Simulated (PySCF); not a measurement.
Trend along group 14: MMg molecules

PBE0 with double-zeta basis sets in PySCF, for the lowest determinant that a PBE0 search found; no spin–orbit coupling. De refers to high-spin ground-configuration atoms. A positive dipole means M(−)Mg(+).

```csv
M,basis,state (unpaired electrons),Re (Å),ωe (cm⁻¹),De (eV),μ (D)
Si,aug-cc-pVDZ/aug-cc-pV(D+d)Z,triplet (π ↑↑),2.555,311,1.14,3.45
Ge,cc-pVDZ/cc-pVDZ-PP,triplet (π ↑↑),2.595,253,1.04,3.11
Sn,def2-SVP,triplet (π ↑↑),2.780,219,0.92,2.97
Pb,def2-SVP,triplet (π ↑↑),2.833,202,0.85,2.55
```

By what factor does the well depth vary along the series?

At PBE0 it runs from 0.85 eV (MgPb) to 1.14 eV (MgSi), a factor of 1.34.

The rows differ in basis set, which adds steps of its own.

Relativity is treated differently too: Si no relativity; Ge scalar-relativistic core potentials; Sn scalar-relativistic core potentials; Pb scalar-relativistic core potentials.

Down a group bonds as a rule get longer and wavenumbers fall, partly through the reduced mass; this series shows no clear exception.

These are scalar-relativistic numbers at best; spin–orbit coupling would shift them, the dissociation energy most. States were picked by a PBE0 search and need not be the measured ground states.
